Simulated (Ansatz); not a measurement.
Program: Ansatz. Geometries: PBE0-D4/def2-TZVP. ΔE: electronic, gas phase. CBS: MP2 limit from def2 TZ/QZ plus the TZ coupled-cluster correction, frozen cores. Functionals use def2-TZVPP. B3LYP here is the variant with VWN-RPA as its local correlation; programs differ in this. One conformer a species, not always the lowest.

Consider the redistribution: `C=C[SiH2]S` + `N[SiH2][AlH2]` → `C=C[SiH2][AlH2]` + `N[SiH2]S`.

Task: Is it downhill or uphill in electronic energy at CCSD(T)/CBS, and by how much? (An estimate is asked.)

Result: Computed: Downhill: ΔE = -10.8 kJ/mol.

Task: What do these levels give: B97M-V, r2SCANh-D4, BHLYP-D4, ωB97M-V, PBE-QIDH, B3LYP, LC-ωPBE, MP2/def2-SVP, MP2/def2-TZVPP, SCS-MP2/def2-QZVPP, MP2/CBS(def2), CCSD/CBS(def2)? (Best estimate.)

Result: Computed: B97M-V -11.5, r2SCANh-D4 -12.3, BHLYP-D4 -10.1, ωB97M-V -10.2, PBE-QIDH -11.0, B3LYP -10.9, LC-ωPBE -10.7, MP2/def2-SVP -11.1, MP2/def2-TZVPP -10.2, SCS-MP2/def2-QZVPP -9.9, MP2/CBS(def2) -10.6, CCSD/CBS(def2) -10.5 kJ/mol.

Largest T1 diagnostic among the species: 0.012.

Leaving LDA and LC-ωPBE aside and taking each functional with its dispersion term where it has one, the values, not all of them listed here, spread over 2.8 kJ/mol, from r2SCAN-D4 to ωB97X-V.
